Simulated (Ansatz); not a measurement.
Species: HAlF2, SMILES `[F][AlH][F]` (charge 0, multiplicity 1).

Question: Give a relaxed geometry from Ansatz (an electronic-structure program) with PBE0-D3(BJ)/def2-TZVP.

Answer: the end point of this relaxation (outside a Z-matrix the atoms follow the SMILES, hydrogens last).
Cartesian coordinates (Å) in one orientation:
```xyz
4

F      1.406    -0.809     0.004
Al     0.000     0.032     0.000
F     -1.403    -0.815    -0.003
H     -0.003     1.592    -0.001
```
